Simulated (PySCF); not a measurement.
(1R)-1-chloro-1-fluoro-2-methylpropane (C4H8ClF), SMILES CC(C)[C@H](F)Cl. Geometry: PBE0-D3(BJ)/def2-SVP. Other conformers were not sampled.

Level of theory: PBE0-D3(BJ)/def2-SVP (PySCF).

Harmonic wavenumbers (cm⁻¹): 100, 214, 228, 250, 260, 343, 392, 503, 561, 753, 854, 931, 966, 987, 1096, 1145, 1168, 1214, 1290, 1318, 1355, 1383, 1399, 1405, 1458, 1462, 1473, 1489, 3048, 3058, 3066, 3117, 3151, 3162, 3164, 3172. Rotational constants (GHz): 3.322, 2.280, 1.819; symmetry number 1.

**Question.** Work out the zero-point energy and the ideal-gas rigid-rotor harmonic-oscillator thermochemistry at 298.15 K and 1 atm.

**Answer.** ZPE = ½ Σ hcν = ½ × 50935 cm⁻¹ = 72.82 kcal/mol. H − E(el) = 77.88 kcal/mol. Entropy in cal/(mol K): translation 40.02, rotation 27.55, vibration 15.26, total 82.82. G − E(el) = 53.18 kcal/mol. Cp = 27.05 cal/(mol K). Modes under 150 cm⁻¹ make the vibrational entropy uncertain.
